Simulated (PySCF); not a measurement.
Planning a core-ionisation job on `BC#[C][GaH2-][NH3+]`.

Method: delta-SCF UKS PBE, pcX-2 on the ionised atom, pcseg-1 elsewhere, spin-free X2C (PySCF 2.14.0). Geometry: PBE0-D3(BJ)/def2-SVP. Work: ΔSCF core ionisation, 4 holes, density fitting. The input is one job of a driver script: a line of settings, then coordinates in Å.

Command:
```bash
OMP_NUM_THREADS=1 python probes_run.py task.json out
```

Input:
```
{"job": {"kind": "xps", "xc": "PBE"}, "charge": 0, "multiplicity": 1}
B      3.126877     0.382914     0.829956
C      1.812184    -0.059673     0.263950
C      0.726877    -0.421106    -0.203099
Ga    -1.004175    -0.969954    -0.924731
N     -2.134638     0.488463     0.145347
H      4.156882    -0.138134     0.470402
H      3.171393     1.269128     1.652874
H     -1.290013    -0.530731    -2.406484
H     -1.592923    -2.293766    -0.314578
H     -1.989979     0.365357     1.147956
H     -3.137940     0.451599    -0.035680
H     -1.805022     1.424103    -0.093987
```

Hardware: one thread, Arm Neoverse V1 (aarch64), on a shared host. PySCF's memory limit was set to 1760 MB.

Q: How large is the largest of the mixed bases?

A: 149 functions.

Question: Which is nearest to the wall time?
A. 2.4 min
B. 18 s
C. 18 min

Answer: B. The run took 18 s. The run took 74 SCF cycles in all, 4.5 s a hole on average.

Q: How much memory does it need at the peak?

A: About 0.49 GiB. Peak memory is the resident size of the whole Python process, interpreter and libraries included.

Q: At this speed, how long would 5000 such jobs take on 96 cores, one job a core?

A: 5000/96 gives 53 rounds of 18 s, about 16 min of wall time and 25 core-hours, if the jobs don't slow each other.

The host was shared with other jobs, so the times are rough.
